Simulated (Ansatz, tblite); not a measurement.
Removing an electron: B(NH3)F3 (BNF₃H₃). Total charge 0; singlet. Geometry: r2SCAN-D4/def2-SVP. Ansatz, gas phase; energy differences of separate SCF runs; the oxidised species was run as a doublet alone.

```xyz
8

B     0.2133    0.4103   -0.7208
N    -0.2071   -0.3982    0.6996
H     0.2189    0.0581    1.5089
H     0.1151   -1.3676    0.6668
H    -1.2216   -0.3974    0.8233
F    -0.4033   -0.3185   -1.7018
F     1.5805    0.3456   -0.7366
F    -0.2959    1.6678   -0.5394
```

The xTB rows come from tblite.

```csv
level,−HOMO (eV),vertical IE (eV),−LUMO (eV),HOMO–LUMO gap (eV)
GFN2-xTB,12.83,16.60,1.87,10.96
r2SCAN-D4/def2-TZVP,8.61,12.41,0.19,8.42
PBE0-D4/def2-TZVP,10.24,12.87,0.18,10.06
```

(1) Estimate the rows for GFN1-xTB, PBE-D4/def2-TZVP.

## Answers

(1) 
```
           level  −HOMO (eV)  vertical IE (eV)  −LUMO (eV)  HOMO–LUMO gap (eV)
        GFN1-xTB       13.41             17.29        5.44                7.96
PBE-D4/def2-TZVP        8.09             12.07        1.03                7.06
```

 Raw xTB energy differences between charge states are shifted by several eV; the methods need an empirical correction for them.
